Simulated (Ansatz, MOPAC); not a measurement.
Reaction (SMILES): C=S (CH2S) + H+ → C=[SH+] (at S, the best of the heteroatom sites tried; carbon was not tried)

Wanted: proton affinity (enthalpy at 298 K), in kcal/mol. Positive where the reaction releases energy. Terms: non-relativistic; no spin-orbit coupling; six Cartesian d functions in 6-31G* and its kin unless marked 5d; no dispersion term unless named. Ab initio and DFT rows: single points at B3LYP-D3(BJ) geometries (Ansatz, a program for electronic structure), with unscaled harmonic terms from B3LYP/6-31G* (Ansatz) at its own minima. Semi-empirical rows: MOPAC heats of formation at their own minima for 298 K, the proton's as measured.

```
species     coefficient  E at PBE/6-31G* (Ansatz), Eh  E at B3LYP/def2-TZVPD (Ansatz), Eh  H(298 K) - E, kcal/mol  heat of formation at PM3 (MOPAC), kcal/mol
----------  -----------  ----------------------------  ----------------------------------  ----------------------  ------------------------------------------
C=S (CH2S)           +1                    -437.21659                          -437.51097                   18.05                                       37.57
H+                   +1                       0.00000                             0.00000                    1.48                                      365.69
C=[SH+]              -1                    -437.51334                          -437.81319                   24.73                                      213.27
```

 1 Eh = 627.5095 kcal/mol.

### Question
Work the quantity out at each level.

### Answer

- PBE/6-31G*: the sum of coefficient times E is 0.29675 Eh, or 186.21 kcal/mol; the thermal terms add -5.20. Result: 181.0 kcal/mol.
- B3LYP/def2-TZVPD: the sum of coefficient times E is 0.30222 Eh, or 189.65 kcal/mol; the thermal terms add -5.20. Result: 184.4 kcal/mol.
- PM3: the sum of coefficient times heat of formation is 189.99 kcal/mol; it needs no thermal term.
